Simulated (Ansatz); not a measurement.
Geometry optimisation, UKS PBE-D4/def2-SVP in Ansatz.

input.yaml

```yaml
crystal:
  periodic: [false, false, false]
  atoms:
    - { symbol: Sn, position_ang: [0.0, 0.0, 0.0] }
    - { symbol: Cl, position_ang: [0.0, 0.0, 2.66] }
    - { symbol: H, position_ang: [1.6408, 0.0, -0.5794] }
    - { symbol: H, position_ang: [-0.8195, 1.4198, -0.5794] }
    - { symbol: H, position_ang: [-0.8195, -1.4198, -0.5794] }
    - { symbol: H, position_ang: [0.0, 0.0, 4.33] }
magnetization:
  spin_polarized: true
  initial_magnetization: 1
basis:
  gaussian: { orbitals: def2-SVP }
hamiltonian:
  xc: pbe
  dispersion: d4
relax:
  f_tol: 0.15
  max_steps: 25
  restrain:
    - { distance: [1, 5], at: 2.57, k: 30.0 }
    - { distance: [0, 1], at: 2.41, k: 30.0 }
```

Launched with:

```bash
$ ansatz run input.yaml --threads 1 --pin off --max-ram 2048MiB --backend cpu --events-out ev --progress --plain --runs-dir out
```

Q: Where does it end, and by what steps?

A: It converged. The restraints hold the end off the free minimum; the threshold counts their pulls, which the force column leaves out. Restrained pairs: Cl2–H6 (1.67 → 2.57 Å), Sn1–Cl2 (2.66 → 2.40 Å). After 4 steps the energy has fallen by 0.087 eV (the restraints' own energy left out); H6 moved furthest, 0.53 Å.

```tsv
step	energy less start (eV)	largest force component (eV/Å)	accepted
0	0.0000	1.097	yes
1	0.0289	0.560	yes
2	-0.0561	0.691	yes
3	-0.0838	0.372	yes
4	-0.0867	0.304	yes
```

```xyz
6
Properties=species:S:1:pos:R:3
Sn 0.003 0.000 -0.111
Cl 0.020 0.000 2.291
H 1.652 0.000 -0.610
H -0.828 1.432 -0.590
H -0.828 -1.432 -0.590
H -0.017 0.000 4.863
```

The run took 18 s on 1 thread of Intel(R) Xeon(R) Platinum 8259CL CPU @ 2.50GHz (Skylake/Cascade Lake), with other jobs on the host, peak memory 0.14 GiB.
